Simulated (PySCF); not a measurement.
PySCF input (M06-2X/6-31G* (5d)):

```python
from pyscf import gto, dft

mol = gto.M(
    atom='''
    C    -0.80042900   -0.57525800   -0.26166500
    C     0.51326900   -0.37783900   -0.03810000
    O     0.02321400    0.80488300    0.22491700
    H     1.53725500   -0.72047700   -0.00074300
    ''',
    basis='6-31g*',
    charge=0,
    spin=1,
    verbose=4,
)

mf = dft.UKS(mol, xc='m062x')
mf.grids.level = 4
mf.conv_tol = 1e-9
mf.max_cycle = 100
mf.max_memory = 1500
mf.kernel()
if not mf.converged:
    mf = mf.newton()
    mf.kernel(mf.make_rdm1())
mo, _, stable, _ = mf.stability(return_status=True)
if not stable:
    mf.kernel(mf.make_rdm1(mo, mf.mo_occ))
    stable = mf.stability(return_status=True)[2]
mf.dip_moment()
```

Output:

```
PySCF version 2.14.0

[INPUT] verbose = 4
[INPUT] num. atoms = 4
[INPUT] num. electrons = 21
[INPUT] charge = 0
[INPUT] spin (= nelec alpha-beta = 2S) = 1
[INPUT] symmetry False subgroup None
[INPUT] Mole.unit = angstrom
[INPUT] Symbol           X                Y                Z      unit          X                Y                Z       unit  Magmom
[INPUT]  1 C     -0.800429000000  -0.575258000000  -0.261665000000 AA   -1.512591592159  -1.087080070965  -0.494475186384 Bohr   0.0
[INPUT]  2 C      0.513269000000  -0.377839000000  -0.038100000000 AA    0.969937838229  -0.714012229180  -0.071998565346 Bohr   0.0
[INPUT]  3 O      0.023214000000   0.804883000000   0.224917000000 AA    0.043868102256   1.521008432318   0.425031530759 Bohr   0.0
[INPUT]  4 H      1.537255000000  -0.720477000000  -0.000743000000 AA    2.904990933618  -1.361504209048  -0.001404066511 Bohr   0.0

nuclear repulsion = 54.9470448496464
number of shells = 20
number of NR pGTOs = 85
number of NR cGTOs = 44
basis = 6-31g*
ecp = {}

******** <class 'pyscf.dft.uks.UKS'> ********
method = UKS
initial guess = minao
damping factor = 0
level_shift factor = 0
DIIS = <class 'pyscf.scf.diis.CDIIS'>
diis_start_cycle = 1
diis_space = 8
diis_damp = 0
SCF conv_tol = 1e-09
SCF conv_tol_grad = None
SCF max_cycles = 100
direct_scf = True
direct_scf_tol = 1e-13
number electrons alpha = 11  beta = 10
XC library pyscf.dft.libxc version 7.1.2
    S. Lehtola, C. Steigemann, M. J. T. Oliveira, and M. A. L. Marques,  SoftwareX 7, 1–5 (2018)
XC functionals = m062x
    Y. Zhao and D. G. Truhlar,  Theor. Chem. Acc. 120, 215 (2008)
    Y. Zhao and D. G. Truhlar,  Theor. Chem. Acc. 120, 215 (2008)
radial grids:
    Treutler-Ahlrichs [JCP 102, 346 (1995); DOI:10.1063/1.469408] (M4) radial grids

becke partition: Becke, JCP 88, 2547 (1988); DOI:10.1063/1.454033
pruning grids: <function nwchem_prune>
grids dens level: 4
symmetrized grids: False
atomic radii adjust function: <function treutler_atomic_radii_adjust>
small_rho_cutoff = 0
Set gradient conv threshold to 3.16228e-05
tot grids = 101184
init E= -152.166108257875
  alpha nocc = 11  HOMO = -0.200366766439261  LUMO = -0.0185081099907767
  beta  nocc = 10  HOMO = -0.300390032340699  LUMO = -0.20036676643926

WARN: HOMO -0.200366766439261 >= LUMO -0.20036676643926

cycle= 1 E= -151.698820947456  delta_E= 0.467  |g|= 0.389  |ddm|=  1.5
  alpha nocc = 11  HOMO = -0.251593226120958  LUMO = 0.0212076741671572
  beta  nocc = 10  HOMO = -0.349666632758785  LUMO = -0.0529200842895743
  HOMO = -0.251593226121  LUMO = -0.0529200842896  gap/eV = 5.40617
cycle= 2 E= -151.578513717697  delta_E= 0.12  |g|= 0.695  |ddm|= 0.639
  alpha nocc = 11  HOMO = -0.308126758131618  LUMO = 0.0529629536516438
  beta  nocc = 10  HOMO = -0.350778682352615  LUMO = -0.0860280047760971
  HOMO = -0.308126758132  LUMO = -0.0860280047761  gap/eV = 6.04361
cycle= 3 E= -151.768577315001  delta_E= -0.19  |g|= 0.0518  |ddm|= 0.425
  alpha nocc = 11  HOMO = -0.304072276558889  LUMO = 0.0570738435316147
  beta  nocc = 10  HOMO = -0.360096829823837  LUMO = -0.0737731043316225
  HOMO = -0.304072276559  LUMO = -0.0737731043316  gap/eV = 6.26676
cycle= 4 E= -151.7697353702  delta_E= -0.00116  |g|= 0.0348  |ddm|= 0.0713
  alpha nocc = 11  HOMO = -0.306466750488669  LUMO = 0.0563564261384788
  beta  nocc = 10  HOMO = -0.355371579603762  LUMO = -0.0725967098291846
  HOMO = -0.306466750489  LUMO = -0.0725967098292  gap/eV = 6.36393
cycle= 5 E= -151.770498740309  delta_E= -0.000763  |g|= 0.0117  |ddm|= 0.0361
  alpha nocc = 11  HOMO = -0.308401504315442  LUMO = 0.0552649703031216
  beta  nocc = 10  HOMO = -0.356951901582605  LUMO = -0.0727914407214163
  HOMO = -0.308401504315  LUMO = -0.0727914407214  gap/eV = 6.41128
cycle= 6 E= -151.77065104654  delta_E= -0.000152  |g|= 0.00447  |ddm|= 0.0174
  alpha nocc = 11  HOMO = -0.308011741038867  LUMO = 0.055697387591521
  beta  nocc = 10  HOMO = -0.355955780898466  LUMO = -0.0719023366993867
  HOMO = -0.308011741039  LUMO = -0.0719023366994  gap/eV = 6.42486
cycle= 7 E= -151.770689511241  delta_E= -3.85e-05  |g|= 0.00139  |ddm|= 0.0107
  alpha nocc = 11  HOMO = -0.308395293924784  LUMO = 0.0552668560443541
  beta  nocc = 10  HOMO = -0.356404032576851  LUMO = -0.0722305047758094
  HOMO = -0.308395293925  LUMO = -0.0722305047758  gap/eV = 6.42637
cycle= 8 E= -151.770693771717  delta_E= -4.26e-06  |g|= 0.000389  |ddm|= 0.00384
  alpha nocc = 11  HOMO = -0.308297383291313  LUMO = 0.0552913145680907
  beta  nocc = 10  HOMO = -0.356361004791683  LUMO = -0.0721406760369629
  HOMO = -0.308297383291  LUMO = -0.072140676037  gap/eV = 6.42615
cycle= 9 E= -151.77069422923  delta_E= -4.58e-07  |g|= 0.000135  |ddm|= 0.00129
  alpha nocc = 11  HOMO = -0.308307198006687  LUMO = 0.0552679343698519
  beta  nocc = 10  HOMO = -0.356378686094693  LUMO = -0.0721597504095515
  HOMO = -0.308307198007  LUMO = -0.0721597504096  gap/eV = 6.42590
cycle= 10 E= -151.770694287956  delta_E= -5.87e-08  |g|= 4.84e-05  |ddm|= 0.000476
  alpha nocc = 11  HOMO = -0.308306543364085  LUMO = 0.0552690845997947
  beta  nocc = 10  HOMO = -0.356384815340677  LUMO = -0.072158969441932
  HOMO = -0.308306543364  LUMO = -0.0721589694419  gap/eV = 6.42590
cycle= 11 E= -151.770694295376  delta_E= -7.42e-09  |g|= 2.16e-05  |ddm|= 0.000177
  alpha nocc = 11  HOMO = -0.308306435847827  LUMO = 0.0552688536728749
  beta  nocc = 10  HOMO = -0.356389076250377  LUMO = -0.0721591812905809
  HOMO = -0.308306435848  LUMO = -0.0721591812906  gap/eV = 6.42589
cycle= 12 E= -151.77069429631  delta_E= -9.34e-10  |g|= 1.1e-05  |ddm|= 7.19e-05
  alpha nocc = 11  HOMO = -0.308307347355715  LUMO = 0.0552698054942842
  beta  nocc = 10  HOMO = -0.356389145045731  LUMO = -0.0721603668648818
  HOMO = -0.308307347356  LUMO = -0.0721603668649  gap/eV = 6.42589
Extra cycle  E= -151.770694296328  delta_E= -1.77e-11  |g|= 1.45e-05  |ddm|= 1.92e-05
converged SCF energy = -151.770694296328  <S^2> = 0.75539961  2S+1 = 2.0053923
uhf_internal: lowest eigs of H = [0.19237229 0.26301325 0.30482616]
<class 'pyscf.dft.uks.UKS'> wavefunction is stable in the internal stability analysis
Dipole moment(X, Y, Z, Debye):  2.62453, -1.02325,  0.05576
```

The geometry given is a B3LYP-D3(BJ)/def2-TZVP minimum.
